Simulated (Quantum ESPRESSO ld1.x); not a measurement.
Values are calculated unless marked as measured or tabulated.
Problem. The mean radii <r> (bohr) of the occupied orbitals of an atom or ion are listed with their occupations. Code: ld1.x of Quantum ESPRESSO 7.5. Model: scalar-relativistic Kohn-Sham, PW91, spin-unpolarised, spherical densities, point nucleus.

orbital  occ.      <r>
1s          2  0.05601
2s          2   0.2412
2p          3   0.2087

Name the element and its charge.

Solution. Z = 27, cobalt, charge +20: Co20+ in [He] 2s2 2p3. The 1s radius gives Z: for a bare nucleus <r> = (2 gamma + 1)/(2Z) with gamma = sqrt(1 - (Z/c)^2), 0.05483 bohr for Z = 27, and screening makes it slightly larger (0.05601 here). The occupations add up to 7, and the charge is Z minus that.
